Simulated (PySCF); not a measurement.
State search for TlCl

Unrestricted PBE0; Tl cc-pVDZ-PP with ECP60, Cl cc-pV(D+d)Z; scalar-relativistic core potentials (PySCF 2.14). Outer shells of the fragments: Tl 5d10 6s2 6p1; Cl 3s2 3p5.

Followed along the bond (rough minima from three points):

| 2Ms+1 | unpaired | ⟨S²⟩ at the start | R at minimum (Å) | Te (eV) |
| --- | --- | --- | --- | --- |
| 1 | none | 0.00 | 2.54 | 0.00 |
| 3 | σ ↑, π ↑ | 2.01 | 2.61 | 4.06 |

Solutions found at the starting distance of 2.400 Å, counted from the lowest of them; the search is not exhaustive and high or unbound solutions are not listed, so other states can lie among these:

```
2Ms+1  unpaired   term  E (eV)  ⟨S²⟩  ⟨Lz²⟩  μ (D)
    1      none    ¹Σ⁺    0.00  0.00   0.00  -3.70
    3  σ ↑, π ↑     ³Π    4.06  2.01   1.00  -1.56
    1  σ ↓, π ↑  mixed    4.36  1.01   1.00  -1.16
    3      π ↑↑  mixed    5.50  2.01   2.01   2.60
    3      π ↑↑  mixed    5.64  2.01   2.01   2.63
    3      σ ↑↑    ³Σ⁺    5.89  2.00   0.00  -0.25
```

A term symbol is given only where ⟨S²⟩ and ⟨Lz²⟩ are close to those of a pure state; real π, δ and φ orbitals otherwise mix terms. A positive dipole means Tl(−)Cl(+).

The measured ground state is X ¹Σ+ (Huber and Herzberg, Constants of Diatomic Molecules (1979)).

Spin–orbit coupling is left out, which matters for elements this heavy, above all for dissociation energies. Counting both spins, an empty level lies below a filled one in some of these solutions, because spin and occupation are held.
